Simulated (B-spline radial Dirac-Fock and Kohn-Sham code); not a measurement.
# Elastic and transport cross sections of samarium for electrons

The computed values come from a radial atomic solver: relativistic (Dirac) partial waves in the static field of the Dirac-Fock atom with Furness-McCarthy exchange, without polarisation or absorption potentials. Below a few hundred eV the neglected polarisation potential matters, most of all at small angles. σ_tr1 and σ_tr2 weight the cross section with 1 − P₁ and 1 − P₂ of cos θ; "backward" is the share scattered beyond 90°.

```
energy (eV)  σ (a₀²)  σ_tr1 (a₀²)  σ_tr2 (a₀²)  σ/σ_tr1  backward (%)
         50     59.6         10.6         16.5     5.65           7.1
       61.7     53.8         7.82         11.6     6.88           5.7
         68     51.0         6.90         9.91     7.40           5.2
       79.4     46.8         5.86         7.90     7.98           4.6
       95.2     42.0         5.21         6.66     8.07           4.4
        100     40.8         5.12         6.50     7.98           4.4
        107     39.2         5.04         6.39     7.77           4.5
        153     31.7         5.24         6.96     6.05           5.8
        158        ?            ?            ?        ?             ?
        164     30.5         5.33         7.13     5.72           6.2
        199     27.4         5.52         7.40     4.96           7.3
```

**Question.** Fill in the row for 158 eV.

**Answer.** σ = 31.1 a₀², σ_tr1 = 5.28 a₀², σ_tr2 = 7.05 a₀², σ/σ_tr1 = 5.90, backward 6.0 %. The ratio σ/σ_tr1 is roughly the number of elastic collisions that randomise the direction.
